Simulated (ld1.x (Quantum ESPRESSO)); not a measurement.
## Building the TM potential for Rb (Z = 37) (PBE, scalar-relativistic).

The input file (ld1.x (Quantum ESPRESSO) 7.5):

```
&input
   title='Rb', zed=37., rel=1, dft='PBE', iswitch=3,
   config='[Kr] 4d0 5s0.5 5p0',
   nld=3, rlderiv=4.55, eminld=-5.0, emaxld=5.0, deld=0.02
 /
 &inputp
   pseudotype=2, tm=.true., lloc=1,
   nlcc=.true., new_core_ps=.true., rcore=1.10,
   file_pseudopw='Rb.UPF', file_wfcaegen='ae.wfc', file_wfcncgen='nc.wfc', file_beta='beta', file_chi='chi'
 /
3
4S  1  0   2.00   0.00  2.35  2.35  0.0
4D  3  2   0.00   0.00  4.20  4.20  0.0
4P  2  1   6.00   0.00  1.55  1.55  0.0
 &test
   configts(1)='4s2 4p6 4d0 5s0.5 5p0'
 /
```

Command:

```bash
ld1.x < Rb.in > Rb.out
```

The program printed (shortened: banner, matrices, multipoles, cross overlaps and the repeated all-electron block are left out):

```
Program LD1 v.7.5
     --------------------------- All-electron run ----------------------------

     Rb
     scalar relativistic calculation

     atomic number is 37.00
     dft =PBE   lsd =0 sic =0 latt =0  beta=0.20 tr2=1.0E-14
     Exchange-correlation= PBE
                           (   1   4   3   4   0   0   0)
     mesh =1219 r(mesh) = 100.89517 a.u. xmin = -7.00 dx = 0.01250
     1 Ry =  13.60569312 eV, c = 137.03599908

     n l     nl                  e(Ry)          e(Ha)          e(eV)
     1 0     1S 1( 2.00)     -1105.1624      -552.5812    -15036.5009
     2 0     2S 1( 2.00)      -147.7997       -73.8999     -2010.9176
     2 1     2P 1( 6.00)      -131.0425       -65.5213     -1782.9246
     3 0     3S 1( 2.00)       -22.0995       -11.0498      -300.6795
     3 1     3P 1( 6.00)       -16.7249        -8.3625      -227.5539
     4 0     4S 1( 2.00)        -2.5397        -1.2699       -34.5550
     4 1     4P 1( 6.00)        -1.3677        -0.6839       -18.6088
     3 2     3D 1(10.00)        -7.8380        -3.9190      -106.6414
     4 2     4D 1( 0.00)        -0.1210        -0.0605        -1.6468
     5 0     5S 1( 0.50)        -0.3029        -0.1515        -4.1214
     5 1     5P 1( 0.00)        -0.1652        -0.0826        -2.2480

     final scf error:  7.1E-15 reached in  37 iterations

     Etot =   -5962.281266 Ry,   -2981.140633 Ha,  -81120.969215 eV

     Ekin =    6106.365069 Ry,    3053.182535 Ha,   83081.329228 eV
     Encl =  -14361.945020 Ry,   -7180.972510 Ha, -195404.216590 eV
     Eh   =    2494.526150 Ry,    1247.263075 Ha,   33939.757290 eV
     Exc  =    -201.227465 Ry,    -100.613733 Ha,   -2737.839143 eV

     normalization and overlap integrals

     s(1S/1S) =  1.000000  <r> =   0.0403  <r2> =    0.0022  r(max) =   0.0264
     s(2S/2S) =  1.000000  <r> =   0.1778  <r2> =    0.0373  r(max) =   0.1498
     s(2P/2P) =  1.000000  <r> =   0.1551  <r2> =    0.0294  r(max) =   0.1196
     s(3S/3S) =  1.000000  <r> =   0.5105  <r2> =    0.2994  r(max) =   0.4500
     s(3P/3P) =  1.000000  <r> =   0.5187  <r2> =    0.3145  r(max) =   0.4444
     s(4S/4S) =  1.000000  <r> =   1.4549  <r2> =    2.4144  r(max) =   1.2543
     s(4P/4P) =  1.000000  <r> =   1.7222  <r2> =    3.4433  r(max) =   1.4213
     s(3D/3D) =  1.000000  <r> =   0.5253  <r2> =    0.3382  r(max) =   0.3922
     s(4D/4D) =  1.000000  <r> =   5.2034  <r2> =   34.5064  r(max) =   3.4959
     s(5S/5S) =  1.000000  <r> =   4.7824  <r2> =   26.0964  r(max) =   4.0112
     s(5P/5P) =  1.000000  <r> =   6.5053  <r2> =   48.2159  r(max) =   5.5516

     ------------------------ End of All-electron run ------------------------

     --------------------- Generating NC pseudopotential ---------------------

      Generating local pot.: lloc=1, matching radius rcloc =   1.5500

      Computing core charge for nlcc:

       r > 1.11 : true rho core
      Core charge pseudized with two Bessel functions
      Integrated core pseudo-charge :   8.46

      Wfc   4S  rcut= 2.373  Using Troullier-Martins method

      Wfc   4D  rcut= 4.217  Using Troullier-Martins method

     ------------------- End of pseudopotential generation -------------------

     Computing logarithmic derivative in   4.57383
     Computing logarithmic derivative in   4.57383
     Computing the partial wave expansion
     R is outside the sphere for l=    0 j= 0.00
       no projector for channel:   1
     R is outside the sphere for l=    2 j= 0.00

     ---------------------- Testing the pseudopotential ----------------------

     Rb
     scalar relativistic calculation

     atomic number is 37.00   valence charge is  9.00
     dft =PBE   lsd =0 sic =0 latt =0  beta=0.20 tr2=1.0E-14
     mesh =1219 r(mesh) = 100.89517 xmin = -7.00 dx = 0.01250

     n l     nl             e AE (Ry)        e PS (Ry)    De AE-PS (Ry)
     1 0     4S   1( 2.00)       -2.53975       -2.53975       -0.00000
     2 1     4P   1( 6.00)       -1.36772       -1.36773        0.00001
     3 2     4D   1( 0.00)       -0.12104       -0.12104       -0.00000
     2 0     5S   1( 0.50)       -0.30291       -0.31349        0.01058  !
     3 1     5P   1( 0.00)       -0.16522       -0.16540        0.00017

     eps = 1.0E-15  iter = 12

     Etot =   -5962.281266 Ry,   -2981.140633 Ha,  -81120.969215 eV
     Etotps =   -66.176832 Ry,     -33.088416 Ha,    -900.381674 eV

     Ekin =      13.772064 Ry,       6.886032 Ha,     187.378478 eV
     Encl =     -91.150918 Ry,     -45.575459 Ha,   -1240.171413 eV
     Ehrt =      37.069250 Ry,      18.534625 Ha,     504.352835 eV
     Ecxc =     -26.210409 Ry,     -13.105205 Ha,    -356.610788 eV
     (Ecc =     -17.386359 Ry,      -8.693179 Ha,    -236.553459 eV)
     Epseu=       0.343181 Ry,       0.171590 Ha,       4.669215 eV

     ---------------------- End of pseudopotential test ----------------------
```

Note: ghost state, extra bound levels that the all-electron valence spectrum of the same l lacks: d at -31.9 eV. A true bound ghost makes a file unfit for plane-wave use. ld1.x takes every shell without a wave as core, so the model core holds the 5s electrons as well and exchange and correlation see them twice. This cancels in the reference configuration, but the file is broken for other ones, and its errors say nothing about a proper core correction.

Generation and configuration tests took about 1.6 s on one core of a shared server CPU.

Transferability test of the new file with ld1.x, input:

```
&input
   title='Rb', zed=37., rel=1, dft='PBE', iswitch=2,
   config='[Kr] 4d0 5s0.5 5p0'
 /
 &test
   file_pseudo='Rb.UPF', nconf=8,
   configts(1)='4s2 4p6 4d0 5s0.5 5p0',
   configts(2)='4s2 4p6 4d0 5s1 5p0',
   configts(3)='4s2 4p6 4d0 5s0 5p0',
   configts(4)='4s2 4p6 4d0 5s0 5p1',
   configts(5)='4s2 4p6 4d1 5s0 5p0',
   configts(6)='4s1 4p6 4d0 5s1 5p0',
   configts(7)='4s2 4p5 4d0 5s1 5p0',
   configts(8)='4s2 4p6 4d0.5 5s0.5 5p0'
 /
```

```bash
ld1.x < Rb.test.in > Rb.test.out
```

Pseudopotential blocks of its output, shortened (energy terms left out; the distinct warnings before each block abridged to one line each):

```
     ---------------------- Testing the pseudopotential ----------------------

     n l     nl             e AE (Ry)        e PS (Ry)    De AE-PS (Ry)
     1 0     4S   1( 2.00)       -2.53975       -2.53975       -0.00000
     2 1     4P   1( 6.00)       -1.36772       -1.36773        0.00001
     3 2     4D   1( 0.00)       -0.12104       -0.12104       -0.00000
     2 0     5S   1( 0.50)       -0.30291       -0.31349        0.01058  !
     3 1     5P   1( 0.00)       -0.16522       -0.16540        0.00017

     eps = 1.0E-15  iter = 12

     Etot =   -5962.281266 Ry,   -2981.140633 Ha,  -81120.969215 eV
     Etotps =   -66.176832 Ry,     -33.088416 Ha,    -900.381674 eV

     ---------------------- End of pseudopotential test ----------------------

          ---------------------- Testing the pseudopotential ----------------------

     n l     nl             e AE (Ry)        e PS (Ry)    De AE-PS (Ry)
     1 0     4S   1( 2.00)       -2.34410       -2.33464       -0.00946  !
     2 1     4P   1( 6.00)       -1.17332       -1.16480       -0.00852  !
     3 2     4D   1( 0.00)        0.00026        0.00008        0.00018
     2 0     5S   1( 1.00)       -0.16400       -0.16306       -0.00095
     3 1     5P   1( 0.00)       -0.05503       -0.01651       -0.03852  !

     eps = 1.1E-15  iter = 17

     Etot =   -5962.397269 Ry,   -2981.198635 Ha,  -81122.547526 eV
     Etotps =   -66.295187 Ry,     -33.147594 Ha,    -901.991976 eV
     dEtot_ae =      -0.116004 Ry
     dEtot_ps =      -0.118355 Ry,   Delta E=       0.002351 Ry

     ---------------------- End of pseudopotential test ----------------------

          ---------------------- Testing the pseudopotential ----------------------

     n l     nl             e AE (Ry)        e PS (Ry)    De AE-PS (Ry)
     1 0     4S   1( 2.00)       -2.76580       -2.77673        0.01093  !
     2 1     4P   1( 6.00)       -1.59127       -1.60075        0.00948  !
     3 2     4D   1( 0.00)       -0.27500       -0.29412        0.01912  !
     2 0     5S   1( 0.00)       -0.44447       -0.48235        0.03788  !
     3 1     5P   1( 0.00)       -0.26435       -0.07930       -0.18504  !

     eps = 1.6E-16  iter =  7

     Etot =   -5962.091956 Ry,   -2981.045978 Ha,  -81118.393519 eV
     Etotps =   -65.978683 Ry,     -32.989342 Ha,    -897.685716 eV
     dEtot_ae =       0.189310 Ry
     dEtot_ps =       0.198149 Ry,   Delta E=      -0.008839 Ry

     ---------------------- End of pseudopotential test ----------------------

          BEWARE! Errors in PS-KS equations
     Warning: n=1, l=0 expected 0 nodes, found 1
     Warning: n=3, l=1 expected 1 nodes, found 0
     Warning: n=3, l=2 expected 0 nodes, found 1
     ---------------------- Testing the pseudopotential ----------------------

     n l     nl             e AE (Ry)        e PS (Ry)    De AE-PS (Ry)
     1 0     4S   1( 2.00)       -2.45002       -2.77673        0.32671  !
     2 1     4P   1( 6.00)       -1.27704       -1.60075        0.32371  !
     3 2     4D   1( 0.00)       -0.04535       -0.04535        0.00000
     2 0     5S   1( 0.00)       -0.21400       -0.18099       -0.03302  !
     3 1     5P   1( 1.00)       -0.09887       -0.00002       -0.09885  !

     eps = 3.0E-15  iter = 26

     Etot =   -5962.285541 Ry,   -2981.142770 Ha,  -81121.027377 eV
     Etotps =   -65.978706 Ry,     -32.989353 Ha,    -897.686020 eV
     dEtot_ae =      -0.004275 Ry
     dEtot_ps =       0.198127 Ry,   Delta E=      -0.202402 Ry

     ---------------------- End of pseudopotential test ----------------------

          ---------------------- Testing the pseudopotential ----------------------

     n l     nl             e AE (Ry)        e PS (Ry)    De AE-PS (Ry)
     1 0     4S   1( 2.00)       -2.43391       -2.43475        0.00084
     2 1     4P   1( 6.00)       -1.26269       -1.26126       -0.00143
     3 2     4D   1( 1.00)       -0.04597       -0.03930       -0.00667  !
     2 0     5S   1( 0.00)       -0.21044       -0.21696        0.00651  !
     3 1     5P   1( 0.00)       -0.09738       -0.02921       -0.06816  !

     eps = 1.0E-14  iter = 20

     Etot =   -5962.232612 Ry,   -2981.116306 Ha,  -81120.307241 eV
     Etotps =   -66.120591 Ry,     -33.060295 Ha,    -899.616467 eV
     dEtot_ae =       0.048654 Ry
     dEtot_ps =       0.056242 Ry,   Delta E=      -0.007587 Ry

     ---------------------- End of pseudopotential test ----------------------

          ---------------------- Testing the pseudopotential ----------------------

     n l     nl             e AE (Ry)        e PS (Ry)    De AE-PS (Ry)
     1 0     4S   1( 1.00)       -3.22487       -3.22659        0.00172
     2 1     4P   1( 6.00)       -2.00050       -1.98445       -0.01605  !
     3 2     4D   1( 0.00)       -0.49760       -0.46486       -0.03274  !
     2 0     5S   1( 1.00)       -0.59803       -0.62029        0.02226  !
     3 1     5P   1( 0.00)       -0.39105       -0.38462       -0.00643  !

     eps = 7.2E-15  iter = 14

     Etot =   -5959.623811 Ry,   -2979.811905 Ha,  -81084.812698 eV
     Etotps =   -63.525821 Ry,     -31.762910 Ha,    -864.312823 eV
     dEtot_ae =       2.657455 Ry
     dEtot_ps =       2.651012 Ry,   Delta E=       0.006443 Ry

     ---------------------- End of pseudopotential test ----------------------

          ---------------------- Testing the pseudopotential ----------------------

     n l     nl             e AE (Ry)        e PS (Ry)    De AE-PS (Ry)
     1 0     4S   1( 2.00)       -3.17097       -3.15220       -0.01878  !
     2 1     4P   1( 5.00)       -1.95590       -1.93821       -0.01768  !
     3 2     4D   1( 0.00)       -0.48087       -0.45774       -0.02313  !
     2 0     5S   1( 1.00)       -0.59325       -0.61066        0.01741  !
     3 1     5P   1( 0.00)       -0.38903       -0.38326       -0.00577  !

     eps = 3.8E-15  iter = 16

     Etot =   -5960.843514 Ry,   -2980.421757 Ha,  -81101.407602 eV
     Etotps =   -64.753690 Ry,     -32.376845 Ha,    -881.018835 eV
     dEtot_ae =       1.437752 Ry
     dEtot_ps =       1.423142 Ry,   Delta E=       0.014610 Ry

     ---------------------- End of pseudopotential test ----------------------

          ---------------------- Testing the pseudopotential ----------------------

     n l     nl             e AE (Ry)        e PS (Ry)    De AE-PS (Ry)
     1 0     4S   1( 2.00)       -2.39984       -2.40110        0.00126
     2 1     4P   1( 6.00)       -1.22870       -1.22944        0.00075
     3 2     4D   1( 0.50)       -0.02851       -0.02467       -0.00384
     2 0     5S   1( 0.50)       -0.19432       -0.20091        0.00659  !
     3 1     5P   1( 0.00)       -0.08104       -0.02431       -0.05673  !

     eps = 2.0E-15  iter = 19

     Etot =   -5962.315180 Ry,   -2981.157590 Ha,  -81121.430648 eV
     Etotps =   -66.209229 Ry,     -33.104614 Ha,    -900.822447 eV
     dEtot_ae =      -0.033915 Ry
     dEtot_ps =      -0.032396 Ry,   Delta E=      -0.001518 Ry

     ---------------------- End of pseudopotential test ----------------------
```
